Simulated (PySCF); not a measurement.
C₆H₄O₃S, SMILES O=Cc1ccc(C(=O)O)s1 at its GFN2-xTB optimised geometry (Å):

```
14

O     -2.5258    -2.7321     0.0006
C     -1.3216    -2.7724    -0.0001
C     -0.4429    -1.6207     0.0000
C      0.9383    -1.6207     0.0000
C      1.4768    -0.3350     0.0000
C      0.5024     0.6404    -0.0001
C      0.7349     2.0846    -0.0003
O      1.8234     2.6008     0.0069
O     -0.4089     2.7829    -0.0096
S     -1.0878    -0.0149     0.0002
H     -0.7723    -3.7347    -0.0002
H      1.5251    -2.5218     0.0002
H      2.5258    -0.1007     0.0002
H     -0.2235     3.7347    -0.0082
```

Level of theory: PBE0/def2-TZVP run with PySCF.

Map of the HOMO amplitude (bohr^(-3/2)) on the plane z = 1.2 Å; orbital energy -7.75 eV, overall sign arbitrary:

```
|4444444444444444444444444|
|4444444444444444444444444|
|4444444444444444444444444|
|4444444444455555555444444|
|4444444445555555555544444|
|4444444445555555555544444|
|4444444455555556655554444|
|4444444455555556665554444|
|4444444444444445555544444|
|4444444554433224444444444|
|4444445555431012344444444|
|4444455555531001234444444|
|4444455556653100234444444|
|4444455567765321234444444|
|4444444567887643344444444|
|4444444456899765444444444|
|4444444346899865544444444|
|4444443235677665554444444|
|4444443234566555554444444|
|4444443334555555554444444|
|4444444444455555544444444|
|4444444444445554444444444|
|4444444444444444444444444|
|4444444444444444444444444|
|4444444444444444444444444|
```
Scale: ten equal steps from -0.060 (start of '0') to 0.061 (end of '9'), in the order '0123456789'; x runs from -6.00 to 6.00, y from -6.00 (bottom) to 6.00 (top).
